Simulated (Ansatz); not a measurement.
A short molecular-dynamics run on Si₄.

```yaml
crystal:
  periodic: [false, false, false]
  atoms:
    - {symbol: Si, position_ang: [-1.044062, -0.390885, -1.637362]}
    - {symbol: Si, position_ang: [1.045718, 0.387160, 1.637190]}
    - {symbol: Si, position_ang: [-0.892966, -0.425045, 0.670879]}
    - {symbol: Si, position_ang: [0.891311, 0.428779, -0.670708]}
basis:
  gaussian: {orbitals: def2-SVP}
hamiltonian: {xc: {name: r2SCAN}}
md: {timestep: 0.5 fs, n_steps: 20, ensemble: nve, temperature: 1000, initial_velocities: maxwell_boltzmann, seed: 349}
scf: {omitted_lower_state_checks: [starts]}
```

```sh
$ ansatz run in.yaml --threads 2 --pin off --events-out ev --progress --plain --max-ram 4352MiB
```

```csv
step,time (fs),potential energy (eV),kinetic (eV),T (K),conserved (eV)
0,0.0,-31495.0169,0.2585,1000,-31494.7583
1,0.5,-31495.0175,0.2591,1002,-31494.7583
2,1.0,-31495.0173,0.2589,1002,-31494.7583
3,1.5,-31495.0163,0.2579,998,-31494.7583
4,2.0,-31495.0145,0.2562,991,-31494.7583
5,2.5,-31495.0120,0.2536,981,-31494.7583
6,3.0,-31495.0087,0.2504,968,-31494.7583
7,3.5,-31495.0047,0.2464,953,-31494.7583
8,4.0,-31495.0000,0.2417,935,-31494.7583
9,4.5,-31494.9947,0.2364,915,-31494.7583
10,5.0,-31494.9888,0.2305,892,-31494.7583
11,5.5,-31494.9824,0.2241,867,-31494.7583
12,6.0,-31494.9754,0.2171,840,-31494.7583
13,6.5,-31494.9680,0.2097,811,-31494.7583
14,7.0,-31494.9601,0.2018,781,-31494.7583
15,7.5,-31494.9520,0.1937,749,-31494.7583
16,8.0,-31494.9435,0.1852,716,-31494.7583
17,8.5,-31494.9348,0.1765,683,-31494.7583
18,9.0,-31494.9259,0.1676,648,-31494.7583
19,9.5,-31494.9168,0.1586,613,-31494.7583
20,10.0,-31494.9078,0.1495,578,-31494.7583
```

Velocities are drawn at the set temperature; a run this short doesn't reach equilibrium.

Frames (Å, forces in eV/Å):

```xyz
4
time=0.0 fs
Si   -1.044   -0.391   -1.637   -0.093   -0.034   -0.145
Si    1.046    0.387    1.637    0.092    0.035    0.145
Si   -0.893   -0.425    0.671   -0.139   -0.067    0.105
Si    0.891    0.429   -0.671    0.140    0.066   -0.105
4
time=0.5 fs
Si   -1.044   -0.391   -1.638   -0.094   -0.036   -0.106
Si    1.043    0.385    1.638    0.127    0.051    0.125
Si   -0.892   -0.424    0.674   -0.141   -0.064    0.017
Si    0.893    0.430   -0.675    0.108    0.049   -0.036
4
time=1.0 fs
Si   -1.044   -0.392   -1.639   -0.095   -0.038   -0.068
Si    1.041    0.384    1.639    0.162    0.068    0.106
Si   -0.892   -0.424    0.678   -0.143   -0.061   -0.070
Si    0.895    0.432   -0.679    0.077    0.032    0.032
4
time=1.5 fs
Si   -1.044   -0.393   -1.639   -0.096   -0.040   -0.030
Si    1.039    0.382    1.640    0.197    0.084    0.088
Si   -0.892   -0.423    0.681   -0.147   -0.059   -0.156
Si    0.897    0.434   -0.683    0.046    0.015    0.098
4
time=2.0 fs
Si   -1.044   -0.393   -1.640   -0.097   -0.042    0.007
Si    1.036    0.380    1.642    0.233    0.101    0.070
Si   -0.891   -0.423    0.685   -0.151   -0.057   -0.241
Si    0.899    0.435   -0.686    0.016   -0.002    0.164
4
time=2.5 fs
Si   -1.044   -0.394   -1.640   -0.098   -0.043    0.043
Si    1.034    0.379    1.643    0.269    0.118    0.054
Si   -0.891   -0.422    0.688   -0.156   -0.056   -0.325
Si    0.901    0.437   -0.690   -0.015   -0.019    0.228
4
time=3.0 fs
Si   -1.044   -0.394   -1.641   -0.098   -0.045    0.079
Si    1.032    0.377    1.644    0.305    0.135    0.038
Si   -0.890   -0.421    0.691   -0.162   -0.055   -0.407
Si    0.903    0.438   -0.694   -0.045   -0.036    0.290
4
time=3.5 fs
Si   -1.044   -0.395   -1.641   -0.098   -0.046    0.114
Si    1.029    0.376    1.645    0.342    0.152    0.024
Si   -0.890   -0.421    0.695   -0.169   -0.054   -0.488
Si    0.905    0.440   -0.698   -0.074   -0.052    0.351
4
time=4.0 fs
Si   -1.044   -0.395   -1.642   -0.098   -0.047    0.148
Si    1.027    0.374    1.646    0.378    0.169    0.010
Si   -0.889   -0.420    0.698   -0.177   -0.054   -0.568
Si    0.907    0.442   -0.702   -0.104   -0.068    0.410
4
time=4.5 fs
Si   -1.044   -0.396   -1.643   -0.098   -0.048    0.180
Si    1.025    0.372    1.647    0.415    0.186   -0.003
Si   -0.889   -0.420    0.701   -0.185   -0.054   -0.645
Si    0.909    0.443   -0.706   -0.132   -0.084    0.468
4
time=5.0 fs
Si   -1.044   -0.396   -1.643   -0.097   -0.049    0.212
Si    1.023    0.371    1.648    0.451    0.202   -0.015
Si   -0.889   -0.419    0.704   -0.194   -0.055   -0.721
Si    0.910    0.445   -0.710   -0.160   -0.099    0.524
4
time=5.5 fs
Si   -1.044   -0.397   -1.644   -0.096   -0.049    0.242
Si    1.020    0.369    1.649    0.488    0.219   -0.026
Si   -0.888   -0.418    0.708   -0.204   -0.055   -0.794
Si    0.912    0.446   -0.713   -0.188   -0.114    0.578
4
time=6.0 fs
Si   -1.045   -0.398   -1.644   -0.096   -0.050    0.272
Si    1.018    0.368    1.650    0.524    0.235   -0.036
Si   -0.888   -0.418    0.711   -0.213   -0.056   -0.866
Si    0.914    0.448   -0.717   -0.215   -0.129    0.630
4
time=6.5 fs
Si   -1.045   -0.398   -1.645   -0.095   -0.050    0.300
Si    1.016    0.366    1.651    0.560    0.251   -0.046
Si   -0.888   -0.417    0.714   -0.224   -0.058   -0.935
Si    0.916    0.450   -0.721   -0.241   -0.144    0.681
4
time=7.0 fs
Si   -1.045   -0.399   -1.645   -0.093   -0.050    0.327
Si    1.014    0.365    1.653    0.595    0.267   -0.055
Si   -0.887   -0.417    0.717   -0.234   -0.059   -1.002
Si    0.918    0.451   -0.724   -0.267   -0.158    0.730
4
time=7.5 fs
Si   -1.045   -0.399   -1.645   -0.092   -0.050    0.353
Si    1.012    0.363    1.654    0.629    0.283   -0.063
Si   -0.887   -0.416    0.719   -0.245   -0.061   -1.067
Si    0.920    0.453   -0.728   -0.292   -0.172    0.777
4
time=8.0 fs
Si   -1.045   -0.400   -1.646   -0.091   -0.050    0.378
Si    1.010    0.362    1.655    0.663    0.298   -0.070
Si   -0.887   -0.416    0.722   -0.256   -0.062   -1.129
Si    0.921    0.454   -0.731   -0.317   -0.185    0.822
4
time=8.5 fs
Si   -1.045   -0.401   -1.646   -0.089   -0.050    0.401
Si    1.009    0.360    1.656    0.696    0.313   -0.077
Si   -0.887   -0.415    0.725   -0.266   -0.064   -1.189
Si    0.923    0.456   -0.734   -0.341   -0.198    0.865
4
time=9.0 fs
Si   -1.045   -0.401   -1.646   -0.087   -0.050    0.423
Si    1.007    0.359    1.657    0.728    0.327   -0.084
Si   -0.887   -0.415    0.727   -0.277   -0.066   -1.246
Si    0.925    0.457   -0.738   -0.364   -0.211    0.907
4
time=9.5 fs
Si   -1.045   -0.402   -1.647   -0.086   -0.049    0.444
Si    1.005    0.357    1.658    0.759    0.341   -0.090
Si   -0.886   -0.414    0.730   -0.287   -0.068   -1.301
Si    0.927    0.459   -0.741   -0.386   -0.223    0.947
4
time=10.0 fs
Si   -1.046   -0.402   -1.647   -0.084   -0.049    0.463
Si    1.003    0.356    1.659    0.789    0.354   -0.095
Si   -0.886   -0.414    0.732   -0.297   -0.070   -1.353
Si    0.928    0.460   -0.744   -0.408   -0.235    0.985
```

Run time 56 s (2 threads of Arm Neoverse V1 on a shared host).
